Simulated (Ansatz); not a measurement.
`[F][GeH2][AlH2]` + `NC[SiH3]` → `[NH2][GeH2][F]` + `[AlH2][CH2][SiH3]` at 700 K and 1 bar (redistribution).

Program: Ansatz. Geometries: PBE0-D4/def2-TZVP. ΔE: electronic, gas phase. CCSD(T)/CBS adds triple-zeta CCSD(T) − MP2 to the extrapolated MP2 energy (def2 sets, frozen cores). For Ge outer-core shells are correlated without core-valence functions, which leaves a few kJ/mol of doubt a bond. Scalar relativity is left out up to krypton. Each species was taken in one conformer, which may not be the lowest.

```json
{"species": "`[F][GeH2][AlH2]`", "CCSD(T)/CBS energy (Eh)": "-2420.33314", "H − E (kJ/mol)": "144.2", "S (J/(mol·K))": "421.5"}
{"species": "`NC[SiH3]`", "CCSD(T)/CBS energy (Eh)": "-386.02732", "H − E (kJ/mol)": "271.9", "S (J/(mol·K))": "392.4"}
{"species": "`[NH2][GeH2][F]`", "CCSD(T)/CBS energy (Eh)": "-2233.06137", "H − E (kJ/mol)": "170.6", "S (J/(mol·K))": "376.2"}
{"species": "`[AlH2][CH2][SiH3]`", "CCSD(T)/CBS energy (Eh)": "-573.34237", "H − E (kJ/mol)": "242.4", "S (J/(mol·K))": "441.9"}
```

H − E and S are ideal-gas, rigid-rotor, harmonic terms from PBE0-D4/def2-TZVP, for one conformer and one mirror image of each species. 1 Eh = 2625.50 kJ/mol, R = 8.31446 J/(mol·K).

Task: By hand: ΔE, ΔH, ΔS and ΔG.

Result: ΔE = (-2233.06137) + (-573.34237) − (-2420.33314) − (-386.02732) = -0.04328 Eh = -113.6 kJ/mol. Δ(H − E) = 170.6 + 242.4 − 144.2 − 271.9 = -3.1, so ΔH = -116.7 kJ/mol. ΔS = 376.2 + 441.9 − 421.5 − 392.4 = 4.2 J/(mol·K). ΔG = -116.7 − 700 × (4.2)/1000 = -119.6 kJ/mol.

Task: By hand: the equilibrium constant, and the temperature at which ΔG would vanish if ΔH and ΔS stayed fixed.

Result: log₁₀ K = −ΔG/(RT ln 10) = 8.9. ΔH and −TΔS have one sign here, so there is no such temperature. One of them is within its doubt of zero, so this could turn.

The number of gas molecules stays the same, so ΔS is small and ΔH decides. A doubt of 5 kJ/mol in ΔE shifts log₁₀ K by 0.4 here. Other conformers and mirror images would add mixing entropy, several J/(mol·K) or more a flexible species. These are equilibria of isolated gas molecules and say nothing of rates. Largest T1 diagnostic: 0.012 (customary marks: 0.02 for closed shells, 0.045 for open ones).
